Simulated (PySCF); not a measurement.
The dipole of `C=C[Si@@](O)(C=O)[SiH2]N[SiH3]` from its density and from atomic charges.

Coordinates (GFN2-xTB, Å) and charges (e) from the PBE0/pcSseg-1 density (PySCF):

| atom | x | y | z | Mulliken | IAO | Hirshfeld | ESP-fitted |
| --- | --- | --- | --- | --- | --- | --- | --- |
| C1 | -3.189 | 1.667 | -0.684 | -0.1389 | -0.2681 | -0.0761 | -0.3068 |
| C2 | -2.081 | 1.009 | -0.989 | -0.5090 | -0.4282 | -0.1432 | -0.2470 |
| Si3 | -1.215 | -0.209 | 0.160 | +0.8209 | +0.9501 | +0.3495 | +0.2834 |
| O4 | -2.309 | -0.463 | 1.353 | -0.5566 | -0.7868 | -0.2973 | -0.6144 |
| C5 | -1.084 | -1.832 | -0.876 | -0.0489 | -0.0101 | +0.0450 | +0.3544 |
| O6 | -0.149 | -2.088 | -1.601 | -0.3588 | -0.3733 | -0.1966 | -0.4404 |
| Si7 | 0.884 | 0.357 | 0.925 | +0.5222 | +0.5708 | +0.2720 | +0.4781 |
| N8 | 1.995 | -0.265 | -0.238 | -0.8590 | -0.9418 | -0.3351 | -0.7811 |
| Si9 | 3.720 | -0.110 | -0.280 | +0.6351 | +0.7549 | +0.3540 | +0.5278 |
| H10 | -3.654 | 2.370 | -1.358 | +0.1234 | +0.1541 | +0.0524 | +0.1578 |
| H11 | -3.678 | 1.518 | 0.264 | +0.1287 | +0.1559 | +0.0448 | +0.1828 |
| H12 | -1.616 | 1.188 | -1.952 | +0.1383 | +0.1564 | +0.0438 | +0.1544 |
| H13 | -2.150 | -1.030 | 2.102 | +0.2510 | +0.3699 | +0.1805 | +0.4134 |
| H14 | -1.900 | -2.586 | -0.782 | +0.1045 | +0.1033 | +0.0364 | +0.0134 |
| H15 | 1.116 | 1.803 | 1.055 | -0.0752 | -0.1225 | -0.0812 | -0.0981 |
| H16 | 1.171 | -0.205 | 2.266 | -0.1039 | -0.1442 | -0.0924 | -0.1257 |
| H17 | 1.612 | -0.929 | -0.896 | +0.2507 | +0.2763 | +0.0879 | +0.3694 |
| H18 | 4.341 | -0.860 | 0.818 | -0.1115 | -0.1536 | -0.0885 | -0.1152 |
| H19 | 4.031 | 1.312 | -0.126 | -0.1083 | -0.1395 | -0.0819 | -0.1025 |
| H20 | 4.149 | -0.636 | -1.574 | -0.1048 | -0.1237 | -0.0743 | -0.1037 |

Question: What dipole does each set of charges give (1 e·Å = 4.803 D), and what does the density give?

Answer: The full density gives (-1.68, -0.17, 1.39) D, 2.19 D in size; dipole vectors point from the negative to the positive end.

```json
{"scheme": "Mulliken", "μx": "-0.17", "μy": "1.54", "μz": "3.34", "size (D)": "3.68", "share of the full size (%)": "168", "angle to the full dipole (°)": "55"}
{"scheme": "IAO", "μx": "-0.36", "μy": "0.84", "μz": "2.15", "size (D)": "2.34", "share of the full size (%)": "107", "angle to the full dipole (°)": "48"}
{"scheme": "Hirshfeld", "μx": "-1.40", "μy": "0.19", "μz": "1.16", "size (D)": "1.83", "share of the full size (%)": "84", "angle to the full dipole (°)": "10"}
{"scheme": "ESP-fitted", "μx": "-1.64", "μy": "-0.17", "μz": "1.43", "size (D)": "2.18", "share of the full size (%)": "100", "angle to the full dipole (°)": "1"}
```

Question: Which set comes closest?

Answer: Length of the difference vector: ESP-fitted 0.06 D, Hirshfeld 0.51 D, IAO 1.83 D, Mulliken 3.00 D. Closest: ESP-fitted. 

Question: What is left for the Hirshfeld atoms' own dipoles?

Answer: The shares of the density sum to the whole, so what Σ q r misses lies in dipoles about the nuclei. The atomic dipoles sum to (-1.68, -0.17, 1.39) − (-1.40, 0.19, 1.16) = (-0.28, -0.36, 0.23) D, 0.51 D in size.

Question: With the origin at the mean of the coordinates, (0.000, 0.001, -0.121) Å, which are the largest single terms, by size, of the Mulliken dipole along the direction of the full one?

Answer: Si9 -9.00, O4 -7.34, N8 +6.55, Si3 +4.45, H13 +3.79 D; all 20 atoms together +2.13 D. The single terms depend on the origin, their sum doesn't.

Question: Give the size of the full dipole in other units.

Answer: 2.19 D = 0.861 au = 0.456 e·Å = 7.30 × 10⁻³⁰ C·m.

Isolated species at its GFN2-xTB geometry (one conformer only).
